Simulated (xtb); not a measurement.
xtb input (GFN2-xTB):

```bash
xtb mol.xyz --gfn 2 --sp --chrg 0 --uhf 0
```
mol.xyz:
```
14

Si    -0.05111433     0.12438469    -0.30691107
Cl     0.26799333    -0.65215117     1.60914030
C     -1.74437946    -0.43282051    -0.85958295
C      1.28757340    -0.55661887    -1.41471068
C      0.04825695     1.98362745    -0.17880033
H     -2.51735814    -0.06724577    -0.18156284
H     -1.80770204    -1.52183897    -0.88926854
H     -1.96240052    -0.05202084    -1.86088700
H      1.25018116    -1.64669610    -1.44914392
H      2.27667875    -0.26299219    -1.05931488
H      1.16661346    -0.17978233    -2.43378589
H     -0.11237691     2.44178424    -1.15831067
H     -0.70939046     2.36986851     0.50504207
H      1.02676322     2.29897922     0.18716541
```

Output:

```
           -------------------------------------------------
          |                Calculation Setup                |
           -------------------------------------------------

           -------------------------------------------------
          |                 G F N 2 - x T B                 |
           -------------------------------------------------

        Reference                      10.1021/acs.jctc.8b01176
      * Hamiltonian:
        H0-scaling (s, p, d)           1.850000    2.230000    2.230000
        zeta-weighting                 0.500000
      * Dispersion:
        s8                             2.700000
        a1                             0.520000
        a2                             5.000000
        s9                             5.000000
      * Repulsion:
        kExp                           1.500000    1.000000
        rExp                           1.000000
      * Coulomb:
        alpha                          2.000000
        third order                    shell-resolved
        anisotropic                    true
        a3                             3.000000
        a5                             4.000000
        cn-shift                       1.200000
        cn-exp                         4.000000
        max-rad                        5.000000

          ...................................................
          :                      SETUP                      :
          :.................................................:
          :  # basis functions                  41          :
          :  # atomic orbitals                  39          :
          :  # shells                           21          :
          :  # electrons                        32          :
          :  max. iterations                   250          :
          :  Hamiltonian                  GFN2-xTB          :
          :  restarted?                      false          :
          :  GBSA solvation                  false          :
          :  PC potential                    false          :
          :  electronic temp.          300.0000000     K    :
          :  accuracy                    1.0000000          :
          :  -> integral cutoff          0.2500000E+02      :
          :  -> integral neglect         0.1000000E-07      :
          :  -> SCF convergence          0.1000000E-05 Eh   :
          :  -> wf. convergence          0.1000000E-03 e    :
          :  Broyden damping             0.4000000          :
          :  net charge                          0          :
          :  unpaired electrons                  0          :
          ...................................................

 iter      E             dE          RMSdq      gap      omega  full diag
   1    -17.3939719 -0.173940E+02  0.361E+00    7.36       0.0  T
   2    -17.4892364 -0.952645E-01  0.173E+00    6.12       1.0  T
   3    -17.5082099 -0.189735E-01  0.114E+00    6.88       1.0  T
   4    -17.5169236 -0.871371E-02  0.335E-01    6.49       1.0  T
   5    -17.5173838 -0.460249E-03  0.143E-01    6.54       1.0  T
   6    -17.5174386 -0.547685E-04  0.441E-02    6.57       1.0  T
   7    -17.5174448 -0.620036E-05  0.302E-02    6.56       1.0  T
   8    -17.5174436  0.117566E-05  0.229E-02    6.57       1.2  T
   9    -17.5174487 -0.506607E-05  0.631E-03    6.56       4.2  T
  10    -17.5174488 -0.976057E-07  0.477E-03    6.56       5.6  T
  11    -17.5174489 -0.157141E-06  0.776E-04    6.56      34.4  T
  12    -17.5174489 -0.437396E-08  0.271E-04    6.56      98.6  T

   *** convergence criteria satisfied after 12 iterations ***

         #    Occupation            Energy/Eh            Energy/eV
      -------------------------------------------------------------
         1        2.0000           -1.0352636             -28.1710
       ...           ...                  ...                  ...
        10        2.0000           -0.4723363             -12.8529
        11        2.0000           -0.4678412             -12.7306
        12        2.0000           -0.4309191             -11.7259
        13        2.0000           -0.4258962             -11.5892
        14        2.0000           -0.4258962             -11.5892
        15        2.0000           -0.4033185             -10.9749
        16        2.0000           -0.4033185             -10.9749 (HOMO)
        17                         -0.1623255              -4.4171 (LUMO)
        18                         -0.1281953              -3.4884
        19                         -0.1281953              -3.4884
        20                         -0.0163214              -0.4441
        21                         -0.0163214              -0.4441
       ...                                ...                  ...
        39                          0.6374379              17.3456
      -------------------------------------------------------------
                  HL-Gap            0.2409930 Eh            6.5578 eV
             Fermi-level           -0.2828220 Eh           -7.6960 eV

 SCC (total)                   0 d,  0 h,  0 min,  0.006 sec
 SCC setup                      ...        0 min,  0.000 sec (  1.174%)
 Dispersion                     ...        0 min,  0.000 sec (  0.711%)
 classical contributions        ...        0 min,  0.000 sec (  0.302%)
 integral evaluation            ...        0 min,  0.001 sec ( 17.214%)
 iterations                     ...        0 min,  0.003 sec ( 48.565%)
 molecular gradient             ...        0 min,  0.002 sec ( 30.635%)
 printout                       ...        0 min,  0.000 sec (  1.272%)

         :::::::::::::::::::::::::::::::::::::::::::::::::::::
         ::                     SUMMARY                     ::
         :::::::::::::::::::::::::::::::::::::::::::::::::::::
         :: total energy             -17.318196817755 Eh    ::
         :: gradient norm              0.039450368539 Eh/a0 ::
         :: HOMO-LUMO gap              6.557752848399 eV    ::
         ::.................................................::
         :: SCC energy               -17.517414597663 Eh    ::
         :: -> isotropic ES            0.028489025334 Eh    ::
         :: -> anisotropic ES          0.003777906243 Eh    ::
         :: -> anisotropic XC          0.008305472449 Eh    ::
         :: -> dispersion             -0.008903726849 Eh    ::
         :: repulsion energy           0.199217779908 Eh    ::
         :: add. restraining           0.000000000000 Eh    ::
         :: total charge               0.000000000000 e     ::
         :::::::::::::::::::::::::::::::::::::::::::::::::::::

           -------------------------------------------------
          |                Property Printout                |
           -------------------------------------------------

    * Orbital Energies and Occupations

         #    Occupation            Energy/Eh            Energy/eV
      -------------------------------------------------------------
         1        2.0000           -1.0352636             -28.1710
       ...           ...                  ...                  ...
         4        2.0000           -0.5795044             -15.7691
         5        2.0000           -0.5442202             -14.8090
         6        2.0000           -0.4826040             -13.1323
         7        2.0000           -0.4786663             -13.0252
         8        2.0000           -0.4786663             -13.0252
         9        2.0000           -0.4723363             -12.8529
        10        2.0000           -0.4723363             -12.8529
        11        2.0000           -0.4678412             -12.7306
        12        2.0000           -0.4309191             -11.7259
        13        2.0000           -0.4258962             -11.5892
        14        2.0000           -0.4258962             -11.5892
        15        2.0000           -0.4033185             -10.9749
        16        2.0000           -0.4033185             -10.9749 (HOMO)
        17                         -0.1623255              -4.4171 (LUMO)
        18                         -0.1281953              -3.4884
        19                         -0.1281953              -3.4884
        20                         -0.0163214              -0.4441
        21                         -0.0163214              -0.4441
        22                         -0.0016610              -0.0452
        23                          0.0456139               1.2412
        24                          0.0456139               1.2412
        25                          0.0567709               1.5448
        26                          0.0567709               1.5448
        27                          0.1153400               3.1386
       ...                                ...                  ...
        39                          0.6374379              17.3456
      -------------------------------------------------------------
                  HL-Gap            0.2409930 Eh            6.5578 eV
             Fermi-level           -0.2828220 Eh           -7.6960 eV

     #   Z          covCN         q      C6AA      α(0)
     1  14 Si       3.438     0.533   102.927    19.812
     2  17 Cl       0.801    -0.306   108.827    15.958
     3   6 C        3.652    -0.204    24.901     7.166
     4   6 C        3.652    -0.204    24.901     7.166
     5   6 C        3.652    -0.204    24.901     7.166
     6   1 H        0.924     0.045     2.380     2.413
     7   1 H        0.924     0.045     2.380     2.413
     8   1 H        0.924     0.038     2.478     2.461
     9   1 H        0.924     0.045     2.380     2.413
    10   1 H        0.924     0.045     2.380     2.413
    11   1 H        0.924     0.038     2.478     2.461
    12   1 H        0.924     0.038     2.478     2.461
    13   1 H        0.924     0.045     2.380     2.413
    14   1 H        0.924     0.045     2.380     2.413

 Mol. C6AA /au·bohr⁶  :       2422.347664
 Mol. C8AA /au·bohr⁸  :      78428.236442
 Mol. α(0) /au        :         79.130301

Wiberg/Mayer (AO) data.
largest (>0.10) Wiberg bond orders for each atom

 ---------------------------------------------------------------------------
     #   Z sym  total        # sym  WBO       # sym  WBO       # sym  WBO
 ---------------------------------------------------------------------------
     1  14 Si   3.788 --     2 Cl   0.989     3 C    0.906     5 C    0.906
                             4 C    0.906
     2  17 Cl   1.115 --     1 Si   0.989
     3   6 C    3.985 --     8 H    0.988     7 H    0.984     6 H    0.984
                             1 Si   0.906
     4   6 C    3.985 --    11 H    0.988    10 H    0.984     9 H    0.984
                             1 Si   0.906
     5   6 C    3.985 --    12 H    0.988    14 H    0.984    13 H    0.984
                             1 Si   0.906
     6   1 H    0.998 --     3 C    0.984
     7   1 H    0.998 --     3 C    0.984
     8   1 H    0.999 --     3 C    0.988
     9   1 H    0.998 --     4 C    0.984
    10   1 H    0.998 --     4 C    0.984
    11   1 H    0.999 --     4 C    0.988
    12   1 H    0.999 --     5 C    0.988
    13   1 H    0.998 --     5 C    0.984
    14   1 H    0.998 --     5 C    0.984
 ---------------------------------------------------------------------------

Topologies differ in total number of bonds
Writing topology from bond orders to xtbtopo.mol

molecular dipole:
                 x           y           z       tot (Debye)
 q only:       -0.155       0.377      -0.929
   full:       -0.174       0.424      -1.046       2.902
molecular quadrupole (traceless):
                xx          xy          yy          xz          yz          zz
 q only:        1.491       0.272       0.940      -0.672       1.635      -2.431
  q+dip:        1.766       0.323       1.114      -0.796       1.936      -2.880
Note: The following floating-point exceptions are signalling: IEEE_UNDERFLOW_FLAG IEEE_DENORMAL
normal termination of xtb
   full:        1.682       0.307       1.061      -0.758       1.845      -2.743

           -------------------------------------------------
          | TOTAL ENERGY              -17.318196817755 Eh   |
          | GRADIENT NORM               0.039450368539 Eh/α |
          | HOMO-LUMO GAP               6.557752848399 eV   |
           -------------------------------------------------

------------------------------------------------------------------------
------------------------------------------------------------------------
 total:
 SCF:
```
